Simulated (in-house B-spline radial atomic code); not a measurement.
The outermost shell (largest non-relativistic mean radius) with and without relativity; Dirac values are averaged over j. Computed with an all-electron radial atomic-structure program (B-spline basis): non-relativistic Hartree-Fock and Dirac-Hartree-Fock, averages of the configuration (point nuclei without relativity, finite nuclei with it).

```tsv
ion	configuration	outermost shell	radius non-relativistic (bohr)	radius Dirac (bohr)	radius change (%)	level non-relativistic (eV)	level Dirac (eV)	spin-orbit splitting (eV)
Re4+	[Xe] 4f14 5d3	5d	1.5748	1.5964	1.3711	-53.439	-52.042	1.0974
Os4+	[Xe] 4f14 5d4	5d	1.514	1.5337	1.3045	-56.011	-54.553	1.2944
Ir4+	[Xe] 4f14 5d5	5d	1.4585	1.4767	1.242	-58.582	-57.064	1.5086
Pt4+	[Xe] 4f14 5d6	?	?	?	?	?	?	?
Au4+	[Xe] 4f14 5d7	5d	1.3608	1.3762	1.1288	-63.734	-62.093	1.9912
Hg4+	[Xe] 4f14 5d8	?	?	?	?	?	?	?
Tl4+	[Xe] 4f14 5d9	5d	1.2772	1.2904	1.0289	-68.911	-67.143	2.5514
Pb4+	[Xe] 4f14 5d10	5d	1.24	1.2522	0.98289	-71.512	-69.678	2.8628
Bi4+	[Xe] 4f14 5d10 6s1	6s	2.2112	1.991	-9.9565	-48.544	-54.524	-
```

Fill in the row of Pt4+.

outermost shell: 5d; radius non-relativistic (bohr): 1.4077; radius Dirac (bohr): 1.4244; radius change (%): 1.1836; level non-relativistic (eV): -61.156; level Dirac (eV): -59.577; spin-orbit splitting (eV): 1.7406.

Fill in the row of Hg4+.

outermost shell: 5d; radius non-relativistic (bohr): 1.3175; radius Dirac (bohr): 1.3317; radius change (%): 1.0774; level non-relativistic (eV): -66.319; level Dirac (eV): -64.615; spin-orbit splitting (eV): 2.2611.

Which member changes most?

Bismuth (Bi4+): its 6s shell contracts by 10.0 %.
